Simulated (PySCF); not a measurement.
`C[S@@](=O)O[C@H]1[C@@H]2C[C@@H]21`, C₅H₈O₂S

Geometry (Å), atoms numbered from 1 in this order:
```xyz
16

C     3.1389    0.3978    0.2476
S     1.8400   -0.7854   -0.3020
O     1.7953   -1.8246    0.7055
O     0.6208    0.3333    0.0369
C    -0.6569   -0.1952    0.1742
C    -1.7923    0.7728    0.1510
C    -2.8477   -0.2266   -0.1974
C    -1.5893   -0.1530   -1.0006
H     3.0012    0.5897    1.3051
H     4.1099   -0.0520    0.0691
H     3.0315    1.3102   -0.3258
H    -0.6845   -1.0520    0.8488
H    -1.8102    1.8340    0.2640
H    -3.0030   -1.0775    0.4564
H    -3.7545    0.1484   -0.6521
H    -1.4070   -0.0112   -2.0435
```

Method: TDA B3LYP/3-21G circular dichroism and optical rotation, one conformer, IEF-PCM methanol (non-equilibrium linear response, no local-field factor) in PySCF. Geometry: GFN2-xTB.

The molecule is flexible and this is one conformer; a measurement averages over conformers. States above about 6.2 eV lie in this functional's continuum (it starts at minus the energy of the highest occupied orbital, well below the true ionisation energy for most functionals) and depend on the basis.

Q: Draw the ECD and absorption spectra from the lowest 8 states, each a Gaussian of half-width 0.3 eV at 1/e height.

A: 
| E (eV) | λ (nm) | Δε (L mol⁻¹ cm⁻¹) | ε (L mol⁻¹ cm⁻¹) |
| --- | --- | --- | --- |
| 4.82 | 257 | -0.94 | 227 |
| 4.97 | 249 | -3.86 | 937 |
| 5.12 | 242 | -9.66 | 2340 |
| 5.27 | 235 | -14.65 | 3560 |
| 5.42 | 229 | -13.47 | 3270 |
| 5.57 | 223 | -7.49 | 1830 |
| 5.72 | 217 | -2.30 | 621 |
| 5.87 | 211 | +0.63 | 140 |
| 6.02 | 206 | +3.29 | 57.6 |
| 6.17 | 201 | +6.05 | 111 |
| 6.32 | 196 | +7.58 | 353 |
| 6.47 | 192 | +9.33 | 1180 |
| 6.62 | 187 | +14.31 | 2800 |
| 6.77 | 183 | +19.15 | 4240 |
| 6.92 | 179 | +17.14 | 4010 |
| 7.07 | 175 | +9.60 | 2390 |
| 7.22 | 172 | +2.92 | 1080 |
| 7.37 | 168 | -2.34 | 1370 |
| 7.52 | 165 | -12.00 | 4010 |
| 7.67 | 162 | -28.38 | 8600 |
| 7.82 | 159 | -40.91 | 11900 |
| 7.97 | 156 | -39.72 | 10800 |
| 8.12 | 153 | -32.78 | 6870 |

Δε uses R in velocity form, ε uses f in length form. Only the states computed contribute, so the short-wavelength end is incomplete.

The sign of the CD bands at 198, 180, 160, 156 nm isn't settled: the length form gives the opposite one.
